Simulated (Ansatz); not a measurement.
Cost and result up the ladder for As₆Se (7 atoms). Charge 0, multiplicity 1. Geometry: r2SCAN-D4/def2-SVP.

```csv
atom,x (Å),y (Å),z (Å)
As1,1.312,1.250,1.073
As2,-0.023,-1.830,0.646
As3,-1.938,0.914,-0.607
As4,2.184,-0.876,0.800
As5,-0.852,0.287,1.613
As6,-0.787,-0.963,-1.685
Se7,0.104,1.218,-1.839
```

Ansatz on 4 threads of Arm Neoverse V1 on a shared host. Times are rough, and most runs start from the orbitals of an earlier one. No level here is sound enough to serve as a yardstick. Binding counts from free atoms at the same level (As quartet, Se triplet; other spins of the atoms weren't run), without zero-point energy or a counterpoise term.

LC-ωPBE has ω = 0.4 bohr⁻¹. Correlated methods freeze 63 core orbitals; core or outer-core shells of As, Se are correlated, in sets that lack core-valence functions. The rows differ in basis, and correlated rows in double-zeta sets carry the largest basis error. Another isomer (singlet) lies 0.93 eV lower at PBE0-D4/def2-TZVP; other spin states weren't run for this one.

Correlated methods converge slowly with the basis, most of all in double-zeta sets.

```csv
level,functions,wall time
BLYP-D4/def2-TZVP,336,11 s
PBE-D4/def2-TZVP (with forces),336,14 s
LC-ωPBE/def2-TZVP,336,21 s
MP2/def2-SVP,224,26 s
r2SCAN-D4/def2-TZVP,336,27 s
PBE0-D4/def2-TZVP,336,37 s
```

Problem. Estimate what each level gives for the binding energy per atom (eV).

Solution. 
```
                         level  binding energy per atom (eV)                        remarks
             BLYP-D4/def2-TZVP                          2.79  restricted SCF unstable in HF
PBE-D4/def2-TZVP (with forces)                          2.85  restricted SCF unstable in HF
             LC-ωPBE/def2-TZVP                          2.21  restricted SCF unstable in HF
                  MP2/def2-SVP                          2.07        restricted SCF unstable
           r2SCAN-D4/def2-TZVP                          2.61  restricted SCF unstable in HF
             PBE0-D4/def2-TZVP                          2.61  restricted SCF unstable in HF
```
